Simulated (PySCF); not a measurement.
sulfur dioxide (O$_{2}$S), singlet, geometry from GFN2-xTB. Base run: HF/STO-3G in PySCF.

The PySCF input:
```python
from pyscf import gto, scf

mol = gto.M(
    atom='''
S     0.013936   -0.004006    0.377829
O    -0.033217    1.222429   -0.364198
O     0.005345   -1.214416   -0.391460
''',
    basis='sto-3g',
    charge=0,
    spin=0,
    verbose=4,
)

mf = scf.RHF(mol)
mf.kernel()
```

Variants of this job, named by their change:

```json
[
 {"change": "base", "E (Eh)": "-540.60738", "HOMO (eV)": "-7.62", "HOMO-LUMO gap (eV)": "12.27", "dipole (D)": "1.90", "core-seconds (rough)": "2"},
 {"change": "functional = lc_wpbe", "E (Eh)": "-541.69273", "HOMO (eV)": "-6.51", "HOMO-LUMO gap (eV)": "9.91", "dipole (D)": "1.54", "core-seconds (rough)": "2"},
 {"change": "functional = b97m_v", "E (Eh)": "-541.91529", "HOMO (eV)": "-2.60", "HOMO-LUMO gap (eV)": "2.79", "dipole (D)": "1.45", "core-seconds (rough)": "40"},
 {"change": "functional = bp86", "E (Eh)": "___", "HOMO (eV)": "___", "HOMO-LUMO gap (eV)": "___", "dipole (D)": "___", "core-seconds (rough)": "1"},
 {"change": "functional = pbe0; dispersion = d3zero", "E (Eh)": "-541.67166", "HOMO (eV)": "-3.78", "HOMO-LUMO gap (eV)": "4.90", "dipole (D)": "1.48", "core-seconds (rough)": "1"},
 {"change": "functional = o3lyp", "E (Eh)": "-541.96209", "HOMO (eV)": "-2.92", "HOMO-LUMO gap (eV)": "3.53", "dipole (D)": "1.43", "core-seconds (rough)": "1"},
 {"change": "functional = tpss", "E (Eh)": "___", "HOMO (eV)": "___", "HOMO-LUMO gap (eV)": "___", "dipole (D)": "___", "core-seconds (rough)": "2"},
 {"change": "functional = r2scan", "E (Eh)": "___", "HOMO (eV)": "___", "HOMO-LUMO gap (eV)": "___", "dipole (D)": "1.45", "core-seconds (rough)": "2"},
 {"change": "functional = lda,vwn", "E (Eh)": "___", "HOMO (eV)": "___", "HOMO-LUMO gap (eV)": "___", "dipole (D)": "___", "core-seconds (rough)": "1"},
 {"change": "functional = blyp", "E (Eh)": "-541.87255", "HOMO (eV)": "-1.78", "HOMO-LUMO gap (eV)": "2.36", "dipole (D)": "1.38", "core-seconds (rough)": "1"},
 {"change": "functional = wb97x_v", "E (Eh)": "-541.83852", "HOMO (eV)": "-6.12", "HOMO-LUMO gap (eV)": "9.63", "dipole (D)": "1.52", "core-seconds (rough)": "50"},
 {"change": "functional = b3lyp5", "E (Eh)": "-541.80003", "HOMO (eV)": "-3.36", "HOMO-LUMO gap (eV)": "4.43", "dipole (D)": "1.49", "core-seconds (rough)": "1"},
 {"change": "functional = blyp; dispersion = d3zero", "E (Eh)": "-541.87284", "HOMO (eV)": "-1.78", "HOMO-LUMO gap (eV)": "2.36", "dipole (D)": "1.38", "core-seconds (rough)": "1"}
]
```

Complete the blanks.


- functional = bp86, E (Eh): -541.97823
- functional = bp86, HOMO (eV): -2.01
- functional = bp86, HOMO-LUMO gap (eV): 2.33
- functional = bp86, dipole (D): 1.35
- functional = tpss, E (Eh): -542.00949
- functional = tpss, HOMO (eV): -2.11
- functional = tpss, HOMO-LUMO gap (eV): 2.49
- functional = tpss, dipole (D): 1.36
- functional = r2scan, E (Eh): -541.89254
- functional = r2scan, HOMO (eV): -2.37
- functional = r2scan, HOMO-LUMO gap (eV): 2.65
- functional = lda,vwn, E (Eh): -539.47936
- functional = lda,vwn, HOMO (eV): -1.90
- functional = lda,vwn, HOMO-LUMO gap (eV): 2.26
- functional = lda,vwn, dipole (D): 1.34

Totals shift with the method and basis; they matter in differences.
